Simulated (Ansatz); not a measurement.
Consider the redistribution: `O[Si](O)(F)[SiH3]` + `[OH][GeH3]` → `O[SiH](F)[SiH3]` + `[OH][GeH2][OH]`.

Computed with Ansatz on PBE0-D4/def2-TZVP structures; ΔE is electronic, products minus reactants. CCSD(T)/CBS is the MP2 limit (def2-TZVPP, def2-QZVPP) plus CCSD(T) − MP2 in def2-TZVPP, frozen cores. Functionals use def2-TZVPP. HSE06 is defined as in plane-wave codes. For Ge outer-core shells are correlated without core-valence functions, which leaves a few kJ/mol of doubt a bond. Scalar relativity is left out up to krypton. Each species was taken in one conformer, which may not be the lowest.

`O[Si](O)(F)[SiH3]`:

Z-matrix (Å, degrees):
```
Si
O 1 1.625
F 1 1.602 2 111.0
O 1 1.637 2 107.7 3 -116.6
Si 1 2.332 2 108.3 3 118.5
H 2 0.960 1 118.4 3 79.1
H 4 0.959 1 118.1 2 157.2
H 5 1.488 1 109.1 2 -180.0
H 5 1.486 1 110.6 2 -60.2
H 5 1.486 1 109.9 2 60.8
```

`[OH][GeH3]`:

```xyz
6

O    -1.034   -0.816    0.384
Ge    0.411    0.095   -0.127
H    -1.793   -0.249    0.537
H     1.487   -0.978   -0.314
H     0.807    1.107    0.965
H     0.123    0.841   -1.444
```

`O[SiH](F)[SiH3]`:

```xyz
9

O     0.148    1.408    1.287
Si    0.383    0.781   -0.206
F     1.951    0.705   -0.532
Si   -0.507   -1.382   -0.182
H     0.316    2.342    1.428
H    -0.184    1.681   -1.246
H    -0.259   -2.037   -1.494
H    -1.974   -1.311    0.049
H     0.125   -2.187    0.896
```

`[OH][GeH2][OH]`:

Cartesian coordinates in Å:
```
O -0.966 -1.180 -0.341
Ge -0.249 0.423 -0.080
O 0.888 0.390 1.281
H -0.477 -1.718 -0.967
H 0.491 0.846 -1.366
H -1.380 1.338 0.376
H 1.693 -0.099 1.098
```

| level | ΔE (kJ/mol) | difference from CCSD(T)/CBS |
| --- | --- | --- |
| revPBE-D4 | 77.8 | -3.0 |
| BLYP-D4 | 79.0 | -1.8 |
| r2SCAN-D4 | 83.6 | 2.8 |
| PBE0-D4 | 82.0 | 1.2 |
| r2SCAN0-D4 | 86.2 | 5.4 |
| HSE06-D4 | 81.8 | 1.0 |
| CAM-B3LYP-D4 | 84.4 | 3.6 |
| B2PLYP | 79.2 | -1.6 |
| r2SCANh | 84.2 | 3.4 |
| r2SCAN0 | 85.7 | 4.9 |
| CAM-B3LYP | 82.8 | 2.0 |
| LC-ωPBE | 81.4 | 0.6 |
| CCSD(T)/def2-SVP | 69.7 | -11.1 |
| HF/def2-TZVPP | 82.1 | 1.3 |
| SCS-MP2/def2-TZVPP | 76.0 | -4.8 |
| CCSD/def2-TZVPP | 80.2 | -0.6 |
| CCSD(T)/CBS | 80.8 | 0 |

Largest T1 diagnostic among the species: 0.013.

Leaving LDA and LC-ωPBE aside and taking each functional with its dispersion term where it has one, the values, not all of them listed here, spread over 9.1 kJ/mol, from revPBE-D4 to B97M-V. LDA lies +10.2 kJ/mol from PBE without D4. From BLYP to BHLYP (50 % exact exchange), in def2-TZVPP and without D4, ΔE moves by +8.5 kJ/mol.
